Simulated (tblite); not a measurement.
C8H7Si (doublet state).
Bonds: C1–C2 (triple), C2–Si3, Si3–C4, C4–C5 (aromatic), C5–C6 (aromatic), C6–C7 (aromatic), C7–C8 (aromatic), C8–C9 (aromatic), C4–C9 (aromatic). Hydrogens: H10 on C1; H11, H12 on Si3; H13 on C6; H14 on C7; H15 on C8; H16 on C9.
Bond orders are those of one Lewis drawing.

Computed with GFN2-xTB (tblite), gas phase: L-BFGS steps from a force-field or distance-geometry start until the largest atomic force falls under 0.01 eV/Å.

Step 8: E = -604.8111 eV
```
atom  x, y, z in Å  |  force x, y, z in eV/Å
C1      3.6847   -0.3834    1.2500   -0.091  -0.001  -0.092
C2      2.9179   -0.3456    0.3233    0.044  -0.015   0.081
Si3     1.7610   -0.2872   -1.1209   -0.017  -0.002  -0.080
C4     -0.0003    0.0384   -0.5097   -0.075   0.050  -0.039
C5     -0.7885    0.9730   -1.1147    0.038   0.096  -0.063
C6     -2.0752    1.2864   -0.7918   -0.040   0.015   0.001
C7     -2.6465    0.5710    0.2591    0.040  -0.022   0.006
C8     -1.9010   -0.4010    0.9064   -0.008   0.009   0.042
C9     -0.5970   -0.6734    0.5353    0.031  -0.018   0.015
H10     4.3541   -0.4171    2.0613    0.000   0.003   0.010
H11     1.7925   -1.5870   -1.8065    0.022  -0.043   0.032
H12     2.1650    0.7899   -2.0285    0.011   0.029   0.027
H13    -2.6429    2.0487   -1.3085    0.053  -0.038   0.000
H14    -3.6637    0.7802    0.5617    0.025  -0.016  -0.001
H15    -2.3437   -0.9507    1.7237   -0.026  -0.041   0.029
H16    -0.0241   -1.4334    1.0484   -0.008  -0.006   0.033
```

Step 9: E = -604.8123 eV
```
atom  x, y, z in Å  |  force x, y, z in eV/Å
C1      3.6810   -0.3832    1.2481   -0.054  -0.005  -0.054
C2      2.9147   -0.3468    0.3215    0.017  -0.009   0.047
Si3     1.7591   -0.2875   -1.1238   -0.007  -0.003  -0.052
C4     -0.0008    0.0407   -0.5091   -0.042   0.008  -0.030
C5     -0.7869    0.9757   -1.1153   -0.022   0.076  -0.019
C6     -2.0749    1.2865   -0.7917   -0.011  -0.008   0.015
C7     -2.6471    0.5709    0.2596    0.040  -0.006  -0.007
C8     -1.9005   -0.4008    0.9068    0.018  -0.012   0.050
C9     -0.5950   -0.6737    0.5367   -0.013   0.015  -0.002
H10     4.3517   -0.4169    2.0582   -0.002   0.003   0.013
H11     1.7952   -1.5911   -1.8022    0.014  -0.029   0.021
H12     2.1667    0.7933   -2.0251    0.006   0.020   0.014
H13    -2.6404    2.0477   -1.3103    0.021  -0.015  -0.006
H14    -3.6660    0.7806    0.5627    0.085  -0.031  -0.021
H15    -2.3438   -0.9520    1.7237   -0.017  -0.029   0.016
H16    -0.0206   -1.4346    1.0489   -0.034   0.025   0.014
```

Step 10: E = -604.8130 eV
```
atom  x, y, z in Å  |  force x, y, z in eV/Å
C1      3.6789   -0.3832    1.2469   -0.009  -0.007  -0.003
C2      2.9129   -0.3476    0.3207   -0.024  -0.005  -0.005
Si3     1.7580   -0.2877   -1.1261   -0.006  -0.005  -0.014
C4     -0.0020    0.0422   -0.5096   -0.015   0.001  -0.038
C5     -0.7866    0.9788   -1.1164   -0.004   0.018   0.020
C6     -2.0746    1.2864   -0.7914   -0.018   0.009   0.008
C7     -2.6466    0.5708    0.2598    0.050  -0.030   0.016
C8     -1.8998   -0.4011    0.9082    0.009   0.009   0.024
C9     -0.5942   -0.6734    0.5372   -0.022   0.022  -0.006
H10     4.3505   -0.4167    2.0569   -0.012   0.003   0.003
H11     1.7968   -1.5938   -1.7998    0.009  -0.020   0.014
H12     2.1677    0.7954   -2.0233    0.005   0.016   0.005
H13    -2.6389    2.0469   -1.3112   -0.002  -0.003  -0.005
H14    -3.6658    0.7802    0.5628    0.090  -0.032  -0.025
H15    -2.3443   -0.9533    1.7241   -0.009  -0.021   0.010
H16    -0.0195   -1.4350    1.0497   -0.040   0.045  -0.004
```

Step 11: E = -604.8136 eV
```
atom  x, y, z in Å  |  force x, y, z in eV/Å
C1      3.6770   -0.3834    1.2460    0.018  -0.008   0.029
C2      2.9110   -0.3483    0.3201   -0.048  -0.002  -0.035
Si3     1.7570   -0.2879   -1.1282   -0.007  -0.005   0.017
C4     -0.0034    0.0433   -0.5107    0.014  -0.020  -0.022
C5     -0.7862    0.9816   -1.1167   -0.013  -0.008   0.034
C6     -2.0749    1.2865   -0.7910    0.013   0.003   0.006
C7     -2.6451    0.5700    0.2602    0.033  -0.012   0.007
C8     -1.8992   -0.4011    0.9098    0.018  -0.003   0.016
C9     -0.5939   -0.6729    0.5374   -0.019   0.031  -0.018
H10     4.3492   -0.4165    2.0560   -0.022   0.003  -0.007
H11     1.7982   -1.5962   -1.7977    0.005  -0.013   0.007
H12     2.1685    0.7974   -2.0218    0.003   0.011  -0.001
H13    -2.6377    2.0462   -1.3120   -0.030   0.014  -0.006
H14    -3.6637    0.7792    0.5624    0.063  -0.028  -0.017
H15    -2.3449   -0.9547    1.7246    0.002  -0.009   0.001
H16    -0.0195   -1.4343    1.0502   -0.031   0.045  -0.011
```

Problem. Estimate the geometry and energy of step 12. (The exact step hangs on the optimiser's Hessian estimate; all steps are aligned on step 11, rigid shifts and turns removed.)

Solution. E = -604.8140 eV, largest force 0.056 eV/Å
```
atom  x, y, z in Å  |  force x, y, z in eV/Å
C1      3.6754   -0.3837    1.2451    0.021  -0.007   0.032
C2      2.9090   -0.3489    0.3195   -0.045   0.000  -0.034
Si3     1.7562   -0.2882   -1.1298   -0.006  -0.004   0.026
C4     -0.0041    0.0437   -0.5118    0.023  -0.018  -0.015
C5     -0.7864    0.9835   -1.1162    0.009  -0.024   0.023
C6     -2.0750    1.2867   -0.7906    0.016   0.015  -0.004
C7     -2.6433    0.5693    0.2605    0.020  -0.006   0.009
C8     -1.8984   -0.4012    0.9114    0.013   0.004  -0.002
C9     -0.5939   -0.6718    0.5372   -0.003   0.019  -0.016
H10     4.3478   -0.4163    2.0551   -0.025   0.002  -0.009
H11     1.7994   -1.5984   -1.7958    0.002  -0.005   0.002
H12     2.1693    0.7991   -2.0205    0.000   0.003  -0.003
H13    -2.6373    2.0459   -1.3128   -0.038   0.013   0.003
H14    -3.6609    0.7779    0.5618    0.016  -0.019  -0.003
H15    -2.3452   -0.9560    1.7250    0.009  -0.003   0.000
H16    -0.0200   -1.4327    1.0503   -0.013   0.031  -0.009
```

The energy changes by -0.0004 eV. The first-order estimate −F·Δx gives -0.0006 eV and the mean of the old and new forces, exact on a quadratic surface, -0.0004 eV. The step makes an angle of 57° with the force vector and moves no atom by more than 0.003 Å.

What follows is the cost of the whole relaxation. Hardware: Arm Neoverse N1, one thread, shared host. Cost: 0.74 s of wall time.
